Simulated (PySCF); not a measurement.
Gas-phase reaction: 2 I2 + SiCl4 = SiI4 + 2 Cl2

Energies from PySCF, thermal terms from the rigid-rotor harmonic-oscillator model, ideal gas at 1 bar. † marks an energy on the PBE0/def2-TZVP geometry and frequencies; other levels use their own. MP2 and CCSD(T) freeze the core. All species are closed-shell singlets. B3LYP is the form with VWN-RPA correlation. I: scalar-relativistic def2 core potential, no spin-orbit coupling. MP2 isn't extrapolated to the basis-set limit; its ΔH°(298 K) is 431.2 kJ in def2-SVP and 387.2 kJ in def2-TZVPP. CCSD(T) isn't extrapolated to the basis-set limit. The harmonic model lacks anharmonicity and excited electronic states, which grow with temperature; levels with a mode under 35 cm⁻¹ are left out. Soft modes under 120 cm⁻¹ make the harmonic entropy rough for SiI4.

```json
[
 {"level": "B3LYP/def2-TZVP†", "ΔE electronic, kJ": "413", "ΔH°(298 K), kJ": "412", "ΔS°(298 K), J/K": "8", "ΔG°(1800 K), kJ": "394"},
 {"level": "CCSD(T)/def2-SVP†", "ΔE electronic, kJ": "426", "ΔH°(298 K), kJ": "424", "ΔS°(298 K), J/K": "8", "ΔG°(1800 K), kJ": "406"},
 {"level": "HF/def2-TZVP†", "ΔE electronic, kJ": "458", "ΔH°(298 K), kJ": "456", "ΔS°(298 K), J/K": "8", "ΔG°(1800 K), kJ": "438"},
 {"level": "M06-2X/def2-TZVP†", "ΔE electronic, kJ": "404", "ΔH°(298 K), kJ": "402", "ΔS°(298 K), J/K": "8", "ΔG°(1800 K), kJ": "384"},
 {"level": "MP2/def2-SVP†", "ΔE electronic, kJ": "433", "ΔH°(298 K), kJ": "431", "ΔS°(298 K), J/K": "8", "ΔG°(1800 K), kJ": "413"},
 {"level": "MP2/def2-TZVPP†", "ΔE electronic, kJ": "389", "ΔH°(298 K), kJ": "387", "ΔS°(298 K), J/K": "8", "ΔG°(1800 K), kJ": "369"},
 {"level": "PBE/def2-SVP", "ΔE electronic, kJ": "398", "ΔH°(298 K), kJ": "396", "ΔS°(298 K), J/K": "9", "ΔG°(1800 K), kJ": "375"},
 {"level": "PBE0/def2-QZVP†", "ΔE electronic, kJ": "397", "ΔH°(298 K), kJ": "396", "ΔS°(298 K), J/K": "8", "ΔG°(1800 K), kJ": "378"},
 {"level": "PBE0/def2-TZVP", "ΔE electronic, kJ": "395", "ΔH°(298 K), kJ": "394", "ΔS°(298 K), J/K": "8", "ΔG°(1800 K), kJ": "375"},
 {"level": "r2SCAN/def2-TZVP†", "ΔE electronic, kJ": "409", "ΔH°(298 K), kJ": "407", "ΔS°(298 K), J/K": "8", "ΔG°(1800 K), kJ": "389"},
 {"level": "LDA/def2-TZVP†", "ΔE electronic, kJ": "375", "ΔH°(298 K), kJ": "373", "ΔS°(298 K), J/K": "8", "ΔG°(1800 K), kJ": "355"}
]
```
ΔH° is lowest at LDA/def2-TZVP† and highest at HF/def2-TZVP†. No reference value is set beside these.
